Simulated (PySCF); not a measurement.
# Cd²¹⁺ (cadmium, charge +21): UHF calculation

Configuration: [Ar] 3d9, 2D determinant. All numbers are calculated (PySCF 2.14, the non-relativistic Hamiltonian (point nucleus), in an uncontracted even-tempered set (17 s from 2.1 bohr⁻², ratio 2.5; 11 p from 2.7 bohr⁻², ratio 2.5; 8 d from 2.7 bohr⁻², ratio 2.5; 4 f from 14 bohr⁻², ratio 2.7; 4 g from 22 bohr⁻², ratio 2.7)).

```json
{
  "Total energy": "-5263.864691 hartree",
  "One-electron energy": "-6588.6811 hartree",
  "Hartree (Coulomb) energy": "1453.5501 hartree",
  "Exchange energy": "-128.7337 hartree",
  "Kinetic energy": "5263.74209 hartree",
  "⟨S²⟩": "0.7502",
  "⟨L²⟩": "6.002",
  "Sum of ⟨r⟩": "6.756 bohr",
  "Sum of ⟨r²⟩": "2.387 bohr²",
  "Traceless quadrupole moment −½Σ⟨3z² − r²⟩ along its main axis": "-0.0335 e·bohr²",
  "Density at the nucleus (Gaussians lack the cusp)": "76500 bohr⁻³",
  "Spin density at the nucleus": "-0.551 bohr⁻³"
}
```

```json
{"shell": "1s α", "electrons": "1", "mean orbital energy (eV)": "-26651.0", "spread (eV)": "0", "rms radius, mean of both spins (bohr)": "0.0367"}
{"shell": "1s β", "electrons": "1", "mean orbital energy (eV)": "-26650.9", "spread (eV)": "0", "rms radius, mean of both spins (bohr)": "0.0367"}
{"shell": "2s α", "electrons": "1", "mean orbital energy (eV)": "-4506.2", "spread (eV)": "0", "rms radius, mean of both spins (bohr)": "0.148"}
{"shell": "2s β", "electrons": "1", "mean orbital energy (eV)": "-4501.4", "spread (eV)": "0", "rms radius, mean of both spins (bohr)": "0.148"}
{"shell": "2p α", "electrons": "3", "mean orbital energy (eV)": "-4238.2", "spread (eV)": "4.569", "rms radius, mean of both spins (bohr)": "0.129"}
{"shell": "2p β", "electrons": "3", "mean orbital energy (eV)": "-4233.7", "spread (eV)": "0.847", "rms radius, mean of both spins (bohr)": "0.129"}
{"shell": "3s α", "electrons": "1", "mean orbital energy (eV)": "-1348.2", "spread (eV)": "0", "rms radius, mean of both spins (bohr)": "0.386"}
{"shell": "3s β", "electrons": "1", "mean orbital energy (eV)": "-1342.3", "spread (eV)": "0", "rms radius, mean of both spins (bohr)": "0.386"}
{"shell": "3p α", "electrons": "3", "mean orbital energy (eV)": "-1238.7", "spread (eV)": "5.930", "rms radius, mean of both spins (bohr)": "0.378"}
{"shell": "3p β", "electrons": "3", "mean orbital energy (eV)": "-1231.2", "spread (eV)": "3.039", "rms radius, mean of both spins (bohr)": "0.378"}
{"shell": "3d α", "electrons": "5", "mean orbital energy (eV)": "-1042.2", "spread (eV)": "8.150", "rms radius, mean of both spins (bohr)": "0.347"}
{"shell": "3d β", "electrons": "4", "mean orbital energy (eV)": "-1037.6", "spread (eV)": "6.158", "rms radius, mean of both spins (bohr)": "0.347"}
```

A non-relativistic calculation at this Z misses sizeable relativistic shifts. Spin-orbit coupling, absent here, splits the open shell strongly.

Spin-orbit constants ζ (cm⁻¹) from the X2C one-electron operator on these orbitals (non-relativistic here): bare nucleus, nucleus screened by l(l+1)(2l+1)/3 electrons, and screened by the Breit-Pauli mean field of the electrons.

```
shell    bare  screened nucleus  mean field
   2p  905500            867700      849200
   3p  169500            162400      158300
   3d   29650             23470       22760
```

To first order the Landé constant is A = -22760 cm⁻¹, so the lowest level has J = 5/2 and lies 2.82 eV below the centre of the term.
